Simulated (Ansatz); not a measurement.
Mulliken charges of C2H3F2NOSi, SMILES `CO[Si](F)(F)C#N` from B3LYP/def2-TZVPP in Ansatz (PBE0-D4/def2-TZVP geometry).

| atom | x (Å) | y (Å) | z (Å) | charge (e) |
| --- | --- | --- | --- | --- |
| C1 | 0.515 | -1.140 | 1.017 | -0.132 |
| O2 | 0.702 | -0.645 | -0.300 | -0.332 |
| Si3 | -0.228 | 0.351 | -1.126 | 0.915 |
| F4 | -1.650 | -0.245 | -1.437 | -0.282 |
| F5 | 0.480 | 0.694 | -2.480 | -0.277 |
| C6 | -0.510 | 1.906 | -0.192 | -0.270 |
| N7 | -0.666 | 2.848 | 0.449 | 0.019 |
| H8 | -0.314 | -1.850 | 1.045 | 0.119 |
| H9 | 0.321 | -0.324 | 1.719 | 0.117 |
| H10 | 1.433 | -1.648 | 1.309 | 0.124 |

Question: By hand: the dipole of these point charges (1 e Å = 4.8032 D).

Answer: Σ q r = (0.126, -0.360, 0.575) e Å, of length 0.690 e Å = 3.31 D.

Question: How does the dipole of the full density compare? (Best estimate.)

Answer: Computed: (0.134, -0.603, 0.234) e Å, 3.17 D; the point charges give 1.04 times that, at 36° from its direction.

Point charges leave out the atoms' own dipoles, such as those of lone pairs, and Mulliken's split depends on the basis, so the two needn't agree.

B3LYP here is the variant with VWN-RPA as its local correlation; programs differ in this.
